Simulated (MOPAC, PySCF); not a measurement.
H₂Cl₂Si, SMILES `Cl[SiH2]Cl`, neutral singlet in the gas phase. 

Z-matrix (Å, degrees):
```
Si
H 1 1.4673
H 1 1.4673 2 112.78
Cl 1 2.0412 2 108.50 3 120.23
Cl 1 2.0412 2 108.50 3 -120.23
```
Charge 0, spin multiplicity 1.

All levels are single points at this geometry (CAM-B3LYP-D3(BJ)/def2-TZVP); Pople sets use spherical d functions. Orbital energies aren't observables, and empty levels follow the basis.

```tsv
level	HOMO (eV)	LUMO (eV)	gap (eV)	dipole (D)	vertical IE, Delta-SCF (eV)
CAM-B3LYP-D3(BJ)/def2-TZVP in PySCF	-10.48	1.13	11.61	1.22	11.56
PBE-D3(BJ)/def2-TZVP in PySCF	-7.73	-0.89	6.84	1.06	10.79
TPSSh-D3(BJ)/def2-TZVP in PySCF	-8.45	-0.30	8.16	1.14	11.11
B3LYP/3-21G in PySCF	-9.03	-0.49	8.54	2.30	–
B3LYP/LANL2DZ in PySCF	-9.03	-0.44	8.59	2.32	–
BP86/6-31G* in PySCF	-7.85	-0.92	6.93	1.50	–
M06-2X/6-31G* in PySCF	-10.43	0.87	11.29	1.75	–
PBE/6-31G* in PySCF	-7.74	-0.86	6.88	1.49	10.85
HF/3-21G in PySCF	-12.67	3.01	15.68	2.81	–
HF/6-31G* in PySCF	-12.48	3.27	15.75	1.89	11.89
HF/STO-3G in PySCF	-10.71	7.99	18.70	2.96	–
PM3 in MOPAC	-10.23	-0.79	9.45	2.45	–
PM7 in MOPAC	-11.75	-1.21	10.55	2.12	–
```
